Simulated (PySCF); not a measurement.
Compound: C3H7AlFN.
Cartesian coordinates in Å at the PBE0-D3(BJ)/def2-SVP level; atoms count from 1:
```xyz
13
C3H7AlFN angstrom
C      2.968    0.116   -0.123
C      1.566   -0.153   -0.347
N      0.451   -0.376   -0.531
Al    -1.514   -0.814   -0.849
C     -2.364    0.692    0.165
F     -3.751    0.548    0.043
H      3.434    0.456   -1.059
H      3.470   -0.801    0.218
H      3.082    0.896    0.643
H     -1.570   -2.264   -0.171
H     -1.554   -0.712   -2.447
H     -2.118    0.700    1.245
H     -2.094    1.696   -0.218
```

Jobs on this species (13 atoms, 54 electrons) with PySCF (density fitting). Hardware of each: an Arm Neoverse V1 with one thread, no GPU, shared host. Other jobs ran on the host; a repeat could differ by tens of per cent or more. Peak memory is the resident size of the whole Python process, interpreter and libraries included.

```tsv
level and settings	work	basis functions	SCF cycles	wall time	peak memory
PBE0/pcSseg-1	shieldings	144	?	?	?
CAM-B3LYP/pcSseg-1	shieldings	144	14	18 s	0.80 GiB
wB97X-D/pcSseg-1	shieldings	144	14	17 s	0.77 GiB
PBE0/IGLO-III	shieldings, charges and field gradients	289	14	42 s	1.1 GiB
PBE0/pcSseg-0	shieldings, charges and field gradients	72	14	6.5 s	0.44 GiB
BHandHLYP/pcSseg-1	shieldings	144	14	13 s	0.77 GiB
PBE0/STO-3G	shieldings, charges and field gradients	41	13	4.3 s	0.42 GiB
PBE0/6-311+G(2d,p)	shieldings, charges and field gradients	212	14	25 s	0.93 GiB
PBE0/pcSseg-2	shieldings, charges and field gradients	321	14	55 s	1.3 GiB
```

**Question.** Fill in the missing figures.

**Answer.** 
- PBE0/pcSseg-1; shieldings: 12 s, 0.77 GiB, 14 SCF cycles

**Question.** What do all jobs in the table cost together?

**Answer.** About 3.2 min; the longest takes about 29 % of that, and about 13 times as long as the shortest.
